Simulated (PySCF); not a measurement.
Radial density of V (vanadium, neutral)

UHF, [Ar] 3d2 4s2 4p1, one real determinant (an excited configuration). Computed with PySCF 2.14 in aug-cc-pVTZ (8s7p5d3f2g, 93 functions), with the non-relativistic Hamiltonian (point nucleus).

```tsv
r (bohr)	4πr²ρ (e/bohr)	4πr²(ρα − ρβ)
0.00118	0.1362	0.0000
0.00199	0.3711	0.0000
0.00335	0.9868	0.0000
0.00563	2.514	0.0001
0.00947	5.963	0.0002
0.0159	12.55	0.0005
0.0268	21.69	0.0009
0.0450	27.31	0.0020
0.0758	23.15	0.0061
0.127	21.99	0.0240
0.214	29.76	0.1011
0.361	16.75	0.4594
0.607	9.505	1.3135
1.02	10.01	1.5182
1.72	2.446	0.6863
2.89	1.034	0.3365
4.85	0.3653	0.1856
8.17	0.02757	0.0220
13.7	0.0001311	0.0001
```

⟨L²⟩ = 14.57 against 20 for a pure G term, so this real determinant mixes terms. ⟨S²⟩ = 3.89 against 3.75 shows spin contamination.
